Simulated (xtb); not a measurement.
Al(H)(NMe2)(SH) (C₂H₈AlNS), SMILES [AlH]([SH])[N](C)C. All values are semi-empirical tight-binding results from xtb (GFN2-xTB unless named), good for trends rather than for accurate numbers. Coordinates come from a GFN2-xTB optimisation. The structure was generated by enumeration; whether it is a known compound was not checked. Other conformers were not sampled.

For metal compounds this method's bond lengths and energies can be far off.

Computed properties:
point group as xtb finds it: Cs
orbital gap: 3.26 eV
zero-point energy: 59.2 kcal/mol
G − E(el) at 298.15 K (modified RRHO): 38.2 kcal/mol
